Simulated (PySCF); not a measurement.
Mg(OH)(SiH3) (H4MgOSi), SMILES [OH][Mg][SiH3].

Geometry: ωB97X-D3(BJ)/def2-TZVP. One conformer was computed; it need not be the lowest.

These are M06-2X/def2-TZVPD (PySCF) values and carry that method's errors.

Symmetry labels are those of the subgroup Cs that the program uses (full group C3v).

Task: List the valence orbital energies around the gap with their symmetry. (The exact figures need the calculation; the answer reports its results.)

Result: 
```tsv
orbital	symmetry	energy (eV)
HOMO−7	A'	-28.21
HOMO−6	A'	-16.10
HOMO−5	A'	-14.53
HOMO−4	A'	-10.66
HOMO−3	A"	-10.66
HOMO−2	A'	-9.76
HOMO−1	A"	-9.76
HOMO	A'	-8.23
LUMO	A'	-0.67
LUMO+1	A'	-0.29
LUMO+2	A"	-0.29
LUMO+3	A'	0.49
```
